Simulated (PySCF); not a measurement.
Isomers of CH8ClSi3 (doublet state), one GFN2-xTB conformer each. Single-point energies are computed at B3LYP/pcH-1 (PySCF, gas phase, no added dispersion term), electronic only. GFN2-xTB treats the open shell by occupation alone, and not every SCF solution was tested for stability.

| SMILES | GFN2-xTB relative energy (kcal/mol) |
| --- | --- |
| C[SiH2][SiH][SiH2]Cl | 0.0 |
| C[SiH][SiH2][SiH2]Cl | 4.9 |

Conformers: `[CH3:1][SiH2:2][SiH:3][SiH2:4][Cl:5]` (doublet state) with C1–Si2–Si3–Si4 -10°, Si2–Si3–Si4–Cl5 41°; `[CH3:1][SiH:2][SiH2:3][SiH2:4][Cl:5]` (doublet state) with C1–Si2–Si3–Si4 57°, Si2–Si3–Si4–Cl5 -21°.

What does B3LYP/pcH-1 give for the same structures?

```json
{"SMILES": "C[SiH2][SiH][SiH2]Cl", "B3LYP/pcH-1 E (Eh)": "-1371.65522", "B3LYP/pcH-1 (kcal/mol)": "0.0", "GFN2-xTB (kcal/mol)": "0.0", "point group": "C1"}
{"SMILES": "C[SiH][SiH2][SiH2]Cl", "B3LYP/pcH-1 E (Eh)": "-1371.65185", "B3LYP/pcH-1 (kcal/mol)": "2.1", "GFN2-xTB (kcal/mol)": "4.9", "point group": "C1"}
```

Both levels put the same isomer lowest. Neighbours under 5.0 kcal/mol apart (C[SiH2][SiH][SiH2]Cl and C[SiH][SiH2][SiH2]Cl) can change places with a better method, another conformer or zero-point energy.
